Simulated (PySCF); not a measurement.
**19F chemical shifts**

Computed data (PySCF): geometry: GFN2-xTB, σ from GIAO-PBE0/pcSseg-1. One computed conformer, no relativistic terms, gas phase, averaged over atoms made equivalent by symmetry, fast rotation or ring inversion.

Shieldings were converted by a linear fit to measured shifts: 19F (scatter 6.0 ppm rms, 7.0 ppm with the 5 outliers that the fit left out vs CFCl3, solution or neat liquid, with a term for F on sp3 carbon). A few per cent of atoms miss by over 2 rms, more outside the fitted compound classes.

Task: Give the 19F shifts of `C=CC/C=C/OC(F)F`, `CCC[P@H](=S)C(F)=C(F)F`, `C[P@](=S)(C1CC1)C(F)(F)F`.

Result: 
```json
{"compound": "C=CC/C=C/OC(F)F", "environment": "fluorine of a CF2 group (×2)", "δ (ppm)": "-85.4"}
{"compound": "[CH3:1][CH2:2][CH2:3][P@H:4](=[S:5])[C:6]([F:7])=[C:8]([F:9])[F:10]", "environment": "F10: vinylic fluorine", "δ (ppm)": "-87.0"}
{"compound": "[CH3:1][CH2:2][CH2:3][P@H:4](=[S:5])[C:6]([F:7])=[C:8]([F:9])[F:10]", "environment": "F9: vinylic fluorine", "δ (ppm)": "-110.5"}
{"compound": "[CH3:1][CH2:2][CH2:3][P@H:4](=[S:5])[C:6]([F:7])=[C:8]([F:9])[F:10]", "environment": "F7: vinylic fluorine", "δ (ppm)": "-201.5"}
{"compound": "C[P@](=S)(C1CC1)C(F)(F)F", "environment": "fluorine of a CF3 group (×3)", "δ (ppm)": "-77.6"}
```

Task: Order these by 19F shift, lowest first.
A. F/C=P/c1ccncc1
B. C=C/C=C(/OC)C(F)F
C. CC#CCCOC(F)F
D. C=C/C=C/COC(F)F

Result: B (-109.0 ppm, fluorine of a CF2 group), D (-89.6 ppm, fluorine of a CF2 group), C (-75.1 ppm, fluorine of a CF2 group), A (-45.4 ppm, fluorine bonded to C).
